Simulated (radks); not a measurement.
The mean radii <r> (bohr) of the occupied orbitals of an atom or ion are listed with their occupations. Calculated with a radial shooting solver on a logarithmic mesh with Libxc functionals: Dirac Kohn-Sham, PBE, spin-unpolarised, spherical densities, finite nucleus; Fermi nuclear charge, rms radius of each element as measured or else 0.836 A^(1/3) + 0.57 fm.

| orbital | occ. | <r> |
|---|---|---|
| 1s1/2 | 2 | 0.05619 |
| 2s1/2 | 2 | 0.2553 |
| 2p1/2 | 2 | 0.2228 |
| 2p3/2 | 4 | 0.2259 |
| 3s1/2 | 2 | 0.7740 |
| 3p1/2 | 2 | 0.8099 |
| 3p3/2 | 4 | 0.8197 |
| 3d3/2 | 2.8 | 1.044 |
| 3d5/2 | 4.2 | 1.050 |
| 4s1/2 | 1 | 2.623 |

Name the element and its charge. Open shells, if any, are shared by 2j + 1.

Answer. Z = 27, cobalt, charge +1: Co+ in [Ar] 3d7 4s1. The 1s radius gives Z: for a bare nucleus <r> = (2 gamma + 1)/(2Z) with gamma = sqrt(1 - (Z/c)^2), 0.05483 bohr for Z = 27, and screening makes it slightly larger (0.05619 here). The occupations add up to 26, and the charge is Z minus that.
